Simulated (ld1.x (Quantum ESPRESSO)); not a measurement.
## What one change does to a pseudopotential (gold (Au), TM)

* Element: Au (Z = 79)
* Generator: ld1.x (Quantum ESPRESSO) 7.5
* Type: norm-conserving Troullier–Martins (Kleinman–Bylander form)
* Functional: LDA (PZ)
* Relativity: scalar-relativistic
* Frozen core: [Kr] 4d10 4f14 5s2
* Valence charge: 17
* Reference configuration: 5p6 5d10 6s0 6p0 (charge +1)
* Partial waves: 6s (bound, empty): rc 1.80 bohr; 5p (bound): rc 1.35 bohr; 5d (bound): rc 1.85 bohr
* Local potential: the d channel
* Core correction: none

Change: wave 5d (bound): rc 1.85 bohr becomes 5d (bound): rc 2.06 bohr.

Cutoffs: the cutoffs (Ry, on a coarse ladder) from which the occupation-weighted sum of valence levels, in a spherical-Bessel basis at the reference potential, stays within 10 and 1 mRy of its value at 400 Ry; they do not see the model core or the augmentation charge, which bear on the density cutoff. Errors are all-electron minus pseudo energies relative to the spin-unpolarised reference configuration.

Question: What does the change do?

Answer: The potential gets neither clearly harder nor softer (100 Ry and 140 Ry → 100 Ry and 140 Ry); both files keep a bound ghost (s); of the 9 tests that both files solve, the error grows in 4 and shrinks in 0 by more than 15 % and 0.3 meV (median size 21.1 → 19.0 meV). More of the atom is replaced by a form fitted at one configuration, so other configurations suffer.

| quantity | base | changed |
| --- | --- | --- |
| cutoff, loose | 100 Ry | 100 Ry |
| cutoff, tight | 140 Ry | 140 Ry |
| loose cutoff by channel (10 mRy a level) | p 55 Ry, d 35 Ry | p 60 Ry, d 35 Ry |
| bound ghosts | s | s |
| error for 5p6 5d10 6s1 6p0, meV [ΔE -9.77 eV] | -0.5 | -0.2 |
| error for 5p6 5d9 6s0 6p0, meV [ΔE 21.50 eV] | -1.8 | -4.1 |
| error for 5p6 5d8 6s0 6p0, meV [ΔE 55.67 eV] | -7.0 | -16 |
| error for 5p5 5d10 6s1 6p0, meV [ΔE 56.63 eV] | -166 | -188 |
| error for 5p6 5d9 6s1 6p1, meV [ΔE -2.26 eV] | -113 | -164 |
| error for 5p6 5d9 6s2 6p0, meV [ΔE -8.17 eV] | -24 | -22 |
| error for 5p6 5d10 6s0 6p1, meV [ΔE -4.38 eV] | -78 | -118 |
| error for 5p6 5d10 6s1 6p0 (spin-polarised), meV [ΔE -9.91 eV] | 0.0 | +0.2 |
| error for 5p6 5d9 6s0 6p0 (spin-polarised), meV [ΔE 21.36 eV] | +21 | +19 |

 A true bound ghost makes a file unfit for plane-wave use even where its test errors are small: the radial tests pick states by their node count and pass the ghost by.
